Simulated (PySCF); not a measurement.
C₄H₃BrN₂.
Structure used (GFN2-xTB), in Å, numbered top down from 1:
```xyz
10
C4H3BrN2 angstrom
Br     2.692   -1.588   -0.133
C      1.061   -0.626   -0.054
C      1.055    0.762    0.065
N     -0.090    1.412    0.117
C     -1.213    0.710    0.055
C     -1.192   -0.674   -0.062
N     -0.045   -1.333   -0.116
H      1.964    1.343    0.117
H     -2.133    1.273    0.101
H     -2.089   -1.274   -0.114
```

The closed-shell SCF was solved with PySCF and density fitting under several settings on one GFN2-xTB geometry (grid level 2 and gas phase unless stated).

```tsv
settings	basis functions	SCF cycles	E (Eh)	HOMO (eV)	LUMO (eV)	dipole (D)
wB97X/def2-SVPD, level shift 0.2 Eh	185	14	-2837.3382	-9.98	0.18	1.58
PBE0/3-21G	82	12	-2823.4221	-7.20	-1.40	1.34
```

Question: Estimate the row for these settings: BHandHLYP/3-21G, level shift 0.3 Eh, fitting basis def2-qzvpp-jkfit.

Answer: 
| settings | basis functions | SCF cycles | E (Eh) | HOMO (eV) | LUMO (eV) | dipole (D) |
| --- | --- | --- | --- | --- | --- | --- |
| BHandHLYP/3-21G, level shift 0.3 Eh, fitting basis def2-qzvpp-jkfit | 82 | 14 | -2823.8507 | -8.48 | -0.20 | 1.38 |

Question: Over all rows, what range does the HOMO–LUMO gap span?

Answer: From 5.80 eV (PBE0/3-21G) to 10.16 eV (wB97X/def2-SVPD, level shift 0.2 Eh). The functional of the narrowest has 25 % exact exchange, that of the widest range-separated exact exchange.

Cycle counts include a coarse-grid stage where the run had one.
